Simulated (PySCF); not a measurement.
A series of related molecules.

All values: PBE0/def2-SVPD (PySCF) at GFN2-xTB geometries, gas phase, one conformer each. Core orbitals are frozen in the response; Δα² is half the sum of the squared differences of the principal polarisabilities.

(1) Rank by polarisability anisotropy Δα, highest first.
A. `[CH3:1][S:2][c:3]1[cH:4][n:5][nH:6][n:7]1` with C1–S2–C3–C4 180°
B. `FC(F)(F)c1cnn([SiH3])n1`
C. `[CH3:1][CH2:2][c:3]1[cH:4][n:5][nH:6][n:7]1` with C1–C2–C3–C4 -84°
D. `n1c(cn[nH]1)C(F)(F)F`

(2) Rank by mean static polarisability, highest first.
A. `FC(F)(F)c1cn[nH]n1`
B. `CSc1cn[nH]n1`
C. `n1c(C(F)(F)F)cnn1[SiH3]`
D. `CCc1cn[nH]n1`

## Answers

(1) A (6.11 Å³), B (5.74 Å³), C (4.02 Å³), D (3.65 Å³).

(2) C (12.12 Å³), B (11.12 Å³), D (9.72 Å³), A (8.18 Å³).

All values together:

```
                 SMILES                change     formula  μ (D)  HOMO (eV)  LUMO (eV)  α (Å³)  Δα (Å³)  electrons  α per electron (Å³)
     FC(F)(F)c1cn[nH]n1                parent    C3H2F3N3   2.64      -8.90      -1.06    8.18     3.65         68                0.120
FC(F)(F)c1cnn([SiH3])n1    H replaced by SiH3  C3H4F3N3Si   3.29      -8.60      -1.09   12.12     5.74         84                0.144
           CCc1cn[nH]n1  CF3 replaced by C2H5      C4H7N3   0.61      -7.63      -0.11    9.72     4.02         52                0.187
           CSc1cn[nH]n1  CF3 replaced by SCH3     C3H5N3S   1.54      -6.41      -0.28   11.12     6.11         60                0.185
```

Conformers: `[CH3:1][CH2:2][c:3]1[cH:4][n:5][nH:6][n:7]1` with C1–C2–C3–C4 -84°; `[CH3:1][S:2][c:3]1[cH:4][n:5][nH:6][n:7]1` with C1–S2–C3–C4 180°.

Question: Give the shifts from the parent, `FC(F)(F)c1cn[nH]n1`.

Answer: 
```tsv
SMILES	change in μ (D)	change in HOMO (eV)	change in LUMO (eV)	change in mean α (Å³)
FC(F)(F)c1cnn([SiH3])n1	+0.65	+0.30	-0.03	+3.94
CCc1cn[nH]n1	-2.03	+1.27	+0.95	+1.54
CSc1cn[nH]n1	-1.10	+2.49	+0.78	+2.94
```
